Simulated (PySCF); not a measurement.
ClMg, charge +1, singlet, geometry from GFN2-xTB (such geometries of metal compounds can be far from the true shape).

The PySCF input:
```python
from pyscf import gto, scf

mol = gto.Mole()
mol.atom = '''
    Mg   -0.000000   -0.000000   -1.210803
    Cl    0.000000    0.000000    0.854684
'''
mol.basis = 'def2-sv(p)'
mol.charge = 1
mol.spin = 0
mol.verbose = 4
mol.build()

mf = scf.RHF(mol)
mf.kernel()
```

Question: What does this run give for the HOMO-LUMO gap, number of basis functions, nuclear repulsion energy, Mulliken (on the basis functions themselves) charges in atom order, total energy, HOMO energy?

Answer: 
HOMO-LUMO gap: 9.81 eV
number of basis functions: 36
nuclear repulsion energy: 52.2647 Eh
Mulliken (on the basis functions themselves) charges in atom order: Mg1 1.28, Cl2 -0.28
total energy: -658.6788 Eh
HOMO energy: -17.10 eV
